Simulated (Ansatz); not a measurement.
A nudged elastic band was laid between two geometries of AlClH4N2 + H2 (10 atoms, charge 0, multiplicity 1).

Computed with Ansatz 0.2.0, RKS PBE/6-31G*.

* movable images: 7
* climbing image: yes
* spring: 5.0 eV/Å²
* optimiser: quadratic models (default)
* start path: through a guess of the saddle point
* force threshold: 0.05 eV/Å
* iteration limit: 60
* end points: relaxed

Image 0:

```xyz
10
Properties=species:S:1:pos:R:3
Al 0.393 -0.423 -0.368
Cl 0.803 0.537 -2.222
N 1.537 -0.171 0.973
N -1.051 -1.462 -0.269
H -1.026 2.543 -0.538
H -1.407 2.681 0.097
H 2.363 0.420 0.901
H 1.448 -0.558 1.910
H -1.696 -1.601 -1.044
H -1.364 -1.966 0.559
```

Image 8:

```xyz
10
Properties=species:S:1:pos:R:3
Al -0.129 -0.116 0.340
Cl 0.109 2.746 -2.870
N 1.367 -0.190 1.313
N -1.229 -1.503 0.102
H -0.154 2.078 -1.765
H -0.515 1.285 -0.349
H 1.995 0.604 1.429
H 1.738 -1.009 1.794
H -2.076 -1.450 -0.463
H -1.105 -2.445 0.469
```

Q: Which bonds break or form, and what moves?

A: Bonds broken: Al1–Cl2, H5–H6. Bonds formed: Al1–H6, Cl2–H5. AlClH4N2 + H2 becomes AlH5N2 + ClH.

Q: Give the energies along the band, and the barrier.

A: The forces met the threshold. The highest image is number 5 of 0 to 8, 1.62 eV above the first end and 0.21 eV above the last; the last end lies 1.40 eV above the first. A vibrational analysis at the climbing image gives one clearly imaginary mode, 292i cm⁻¹: a first-order saddle point. The orbitals stay closed-shell, which can raise the energy where a bond breaks towards radicals; this wasn't checked here.

```json
{"image": "0", "path coordinate (Å)": "0.00", "energy (eV)": "0.00", "Al1–Cl2 (Å)": "2.13", "H5–H6 (Å)": "0.75", "Al1–H6 (Å)": "3.62"}
{"image": "1", "path coordinate (Å)": "0.91", "energy (eV)": "0.01", "Al1–Cl2 (Å)": "2.13", "H5–H6 (Å)": "0.75", "Al1–H6 (Å)": "3.51"}
{"image": "2", "path coordinate (Å)": "1.81", "energy (eV)": "0.00", "Al1–Cl2 (Å)": "2.13", "H5–H6 (Å)": "0.75", "Al1–H6 (Å)": "2.88"}
{"image": "3", "path coordinate (Å)": "2.72", "energy (eV)": "0.08", "Al1–Cl2 (Å)": "2.14", "H5–H6 (Å)": "0.75", "Al1–H6 (Å)": "2.64"}
{"image": "4", "path coordinate (Å)": "3.62", "energy (eV)": "0.46", "Al1–Cl2 (Å)": "2.21", "H5–H6 (Å)": "0.78", "Al1–H6 (Å)": "2.09"}
{"image": "5", "path coordinate (Å)": "4.53", "energy (eV)": "1.62", "Al1–Cl2 (Å)": "2.72", "H5–H6 (Å)": "1.30", "Al1–H6 (Å)": "1.67"}
{"image": "6", "path coordinate (Å)": "5.40", "energy (eV)": "1.48", "Al1–Cl2 (Å)": "3.45", "H5–H6 (Å)": "1.69", "Al1–H6 (Å)": "1.62"}
{"image": "7", "path coordinate (Å)": "6.27", "energy (eV)": "1.42", "Al1–Cl2 (Å)": "3.94", "H5–H6 (Å)": "1.71", "Al1–H6 (Å)": "1.61"}
{"image": "8", "path coordinate (Å)": "7.14", "energy (eV)": "1.40", "Al1–Cl2 (Å)": "4.31", "H5–H6 (Å)": "1.66", "Al1–H6 (Å)": "1.61"}
```

Q: What is the geometry of the highest image?

A: 
```xyz
10
Properties=species:S:1:pos:R:3:forces:R:3
Al -0.174 0.109 0.149 0.00 0.00 0.00
Cl 0.767 1.331 -2.093 0.00 0.00 0.00
N 1.348 0.078 1.084 0.00 0.00 0.00
N -1.255 -1.298 -0.061 0.00 0.00 0.00
H -0.253 1.688 -1.163 0.00 0.00 0.00
H -0.995 1.539 -0.101 0.00 0.00 0.00
H 2.181 0.616 0.852 0.00 0.00 0.00
H 1.538 -0.581 1.836 0.00 0.00 0.00
H -2.226 -1.221 -0.361 0.00 0.00 0.00
H -0.931 -2.260 -0.143 0.00 0.00 0.00
```

Q: What are the harmonic wavenumbers there?

A: 292i, 69, 118, 152, 203, 239, 298, 326, 447, 530, 667, 682, 773, 864, 917, 984, 1419, 1551, 1560, 1777, 3502, 3514, 3597, 3610 cm⁻¹.

Time of the run: 5.3 min on 2 threads of Arm Neoverse V1, with other jobs on the host, peak memory 0.14 GiB.
